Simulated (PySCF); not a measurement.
# Correlation energy of Br⁺ (bromine, charge +1)

[Ar] 3d10 4s2 4p4, high-spin 3P determinant. All numbers are calculated (PySCF 2.14, no relativity, point nucleus, in pcseg-2). Frozen: [Ar] 3d10; 6 electrons correlated.

MP2 pair energies summed by pair of shells (mhartree):

```tsv
pair	energy	share (%)
4s-4p	-47.76	46.3
4p-4p	-47.28	45.8
4s-4s	-8.09	7.8
```

Total MP2 correlation energy: -103.12 mhartree.

Same-spin part -23.35 and opposite-spin part -79.77 mhartree; SCS-MP2 scales them by 1/3 and 6/5 to -103.51 mhartree.

```
  level  correlation energy (mhartree)
   CCSD                        -122.86
    (T)                          -3.24
CCSD(T)                        -126.10
```

Diagnostics: T1 = 0.0073, D1 = 0.0231, largest double amplitude 0.050.

Q: Is a single reference adequate?

A: Yes, within this model without spin-orbit coupling: T1 lies below 0.03 and no double amplitude reaches 0.07.
